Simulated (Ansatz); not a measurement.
Conformers of C2H7BO2Te, SMILES `CC[Te]B(O)O`, each relaxed with PBE0-D4/def2-TZVP in Ansatz. CBS adds the triple-zeta coupled-cluster correction to the MP2 limit.

Elements past krypton have def2 core potentials. Outer-core shells of Te are correlated without core-valence functions. Spin–orbit coupling is left out.

Not all of them had a frequency check.

Conformer A:

```xyz
13

C     1.340    0.481   -1.370
C     0.470   -0.754   -1.296
Te   -1.606   -0.332   -0.891
B    -1.331    0.041    1.227
O    -2.443    0.392    1.931
O    -0.078   -0.096    1.748
H     0.994    1.169   -2.144
H     1.341    1.016   -0.419
H     2.375    0.205   -1.601
H     0.458   -1.303   -2.238
H     0.794   -1.436   -0.511
H    -2.311    0.550    2.870
H    -0.003    0.068    2.692
```

Conformer B:

```xyz
13

C     1.093    0.007   -1.527
C     1.210    0.800   -0.242
Te    0.965   -0.378    1.551
B    -1.198   -0.572    1.389
O    -1.947    0.020    0.416
O    -1.809   -1.331    2.331
H     0.116   -0.474   -1.626
H     1.238    0.656   -2.398
H     1.842   -0.785   -1.567
H     0.496    1.625   -0.189
H     2.201    1.245   -0.139
H    -1.444    0.550   -0.205
H    -2.764   -1.364    2.207
```

Question: Which is lowest in electronic energy at CCSD(T)/CBS (frozen core, def2 sets), and by how much? (Estimate.)

Answer: Ansatz gave: B; A lies 11.0 kJ/mol higher.

Question: Give the energies relative to B (kJ/mol) with B3LYP-D4/def2-TZVPP, ωB97X-V/def2-TZVPP, ωB97M-V/def2-TZVPP, r2SCAN/def2-TZVPP, MP2/def2-QZVPP, HF/CBS(def2), MP2/CBS(def2). (Best estimate.)

Answer: Computed: 
```
              level     A
B3LYP-D4/def2-TZVPP  10.9
 ωB97X-V/def2-TZVPP  11.6
 ωB97M-V/def2-TZVPP  11.8
  r2SCAN/def2-TZVPP  12.8
     MP2/def2-QZVPP  11.1
       HF/CBS(def2)   8.9
      MP2/CBS(def2)  10.9
```

B3LYP here is the variant with VWN-RPA as its local correlation; programs differ in this.
